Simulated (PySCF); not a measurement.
AsGa (SMILES [Ga]=[As]), triplet, at a GFN2-xTB geometry (such geometries of metal compounds can be far from the true shape); PySCF with MN15/6-31G*.

PySCF was given this input:
```python
from pyscf import gto, scf, dft

mol = gto.Mole()
mol.atom = '''
    Ga   -0.00000000   -0.00000000   -1.21454477
    As    0.00000000    0.00000000    1.14093600
'''
mol.basis = '6-31g*'
mol.spin = 2
mol.verbose = 4
mol.build()

mf = dft.UKS(mol)
mf.xc = 'mn15'
mf.grids.atom_grid = (50, 194)
mf.kernel()
```

**Question.** Write the output that PySCF gives for this input, abridged.

**Answer.** 
```
PySCF version 2.14.0

[INPUT] verbose = 4
[INPUT] num. atoms = 2
[INPUT] num. electrons = 64
[INPUT] charge = 0
[INPUT] spin (= nelec alpha-beta = 2S) = 2
[INPUT] symmetry False subgroup None
[INPUT] Mole.unit = angstrom
[INPUT] Symbol           X                Y                Z      unit          X                Y                Z       unit  Magmom
[INPUT]  1 Ga     0.000000000000   0.000000000000  -1.214544770000 AA    0.000000000000   0.000000000000  -2.295156981323 Bohr   0.0
[INPUT]  2 As     0.000000000000   0.000000000000   1.140936000000 AA    0.000000000000   0.000000000000   2.156056565657 Bohr   0.0

nuclear repulsion = 229.824965529717
number of shells = 24
number of NR pGTOs = 190
number of NR cGTOs = 64
basis = 6-31g*
ecp = {}

******** <class 'pyscf.dft.uks.UKS'> ********
method = UKS
initial guess = minao
damping factor = 0
level_shift factor = 0
DIIS = <class 'pyscf.scf.diis.CDIIS'>
diis_start_cycle = 1
diis_space = 8
diis_damp = 0
SCF conv_tol = 1e-09
SCF conv_tol_grad = None
SCF max_cycles = 50
direct_scf = True
direct_scf_tol = 1e-13
number electrons alpha = 33  beta = 31
XC library pyscf.dft.libxc version 7.1.2
    S. Lehtola, C. Steigemann, M. J. T. Oliveira, and M. A. L. Marques,  SoftwareX 7, 1–5 (2018)
XC functionals = mn15
    H. S. Yu, X. He, S. L. Li, and D. G. Truhlar,  Chem. Sci. 7, 5032–5051 (2016)
    H. S. Yu, X. He, S. L. Li, and D. G. Truhlar,  Chem. Sci. 7, 5032–5051 (2016)
radial grids:
    Treutler-Ahlrichs [JCP 102, 346 (1995); DOI:10.1063/1.469408] (M4) radial grids

becke partition: Becke, JCP 88, 2547 (1988); DOI:10.1063/1.454033
pruning grids: <function nwchem_prune>
grids dens level: 3
symmetrized grids: False
atomic radii adjust function: <function treutler_atomic_radii_adjust>
User specified grid scheme (50, 194)
small_rho_cutoff = 0
Set gradient conv threshold to 3.16228e-05
tot grids = 12344
init E= -4159.50053652571

cycle= 1 E= -4160.68372977305  delta_E= -1.18  |g|= 0.372  |ddm|=  1.3
cycle= 2 E= -4160.55502988921  delta_E= 0.129  |g|= 0.588  |ddm|=  1.1
cycle= 3 E= -4160.73773479366  delta_E= -0.183  |g|= 0.108  |ddm|= 0.811
cycle= 4 E= -4160.74308883738  delta_E= -0.00535  |g|= 0.0179  |ddm|= 0.153
cycle= 5 E= -4160.74347346392  delta_E= -0.000385  |g|= 0.00325  |ddm|= 0.0437
cycle= 6 E= -4160.74354255331  delta_E= -6.91e-05  |g|= 0.00166  |ddm|= 0.0212
cycle= 7 E= -4160.74357039618  delta_E= -2.78e-05  |g|= 0.000883  |ddm|= 0.0161
cycle= 8 E= -4160.7435771261  delta_E= -6.73e-06  |g|= 0.000463  |ddm|= 0.00806
cycle= 9 E= -4160.74357886189  delta_E= -1.74e-06  |g|= 0.000135  |ddm|= 0.00513
cycle= 10 E= -4160.74357899159  delta_E= -1.3e-07  |g|= 3.95e-05  |ddm|= 0.00141
cycle= 11 E= -4160.74357899702  delta_E= -5.44e-09  |g|= 1.9e-05  |ddm|= 0.00028
cycle= 12 E= -4160.7435789976  delta_E= -5.77e-10  |g|= 5.52e-06  |ddm|= 7.17e-05
Extra cycle  E= -4160.74357899761  delta_E= -1.36e-11  |g|= 6.32e-06  |ddm|= 2.07e-05
converged SCF energy = -4160.74357899761  <S^2> = 2.0203202  2S+1 = 3.0135163
```
